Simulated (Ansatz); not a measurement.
B(OH)(SeH)2 (BH3OSe2), SMILES [SeH]B([SeH])O.

The structure is a stationary point at B3LYP-D3(BJ)/def2-SVP. The values are those of a single conformer.

Two levels are set side by side: PBE/def2-SVPD (Ansatz, a first-principles code) and PBE0/def2-SVPD (Ansatz). Energy differences of separate SCF runs at the same geometry; the states with an electron removed or added have multiplicity 2 and 2. Differences are taken from unrounded values.

| quantity | PBE0 |
|---|---|
| vertical ionisation energy (eV) | 8.97 |
| vertical singlet–triplet gap (eV) | 4.80 |

**Question.** What does PBE give, and how far is it from PBE0? (An estimate is asked for; the answer gives what the named calculation found.)

**Answer.** 
| quantity | PBE | PBE minus PBE0 |
|---|---|---|
| vertical ionisation energy (eV) | 8.71 | -0.26 |
| vertical singlet–triplet gap (eV) | 4.39 | -0.40 |
